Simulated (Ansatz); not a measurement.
Q: Name a neutral molecule of B, C and H with size of the dipole moment (B3LYP/def2-TZVPP) between 0.45 and 0.75 D and HOMO energy (PBE0/def2-TZVPP) between -8.30 and -8.00 eV (Ansatz, PBE0-D4/def2-TZVP geometry).

A: `CCBCC` (0.57 D, -8.25 eV); `BC(C)(C)C` (0.65 D, -8.11 eV). Other molecules can fit too; these were computed, each in one conformer that needn't be the lowest.

B3LYP here is the variant with VWN-RPA as its local correlation; programs differ in this.
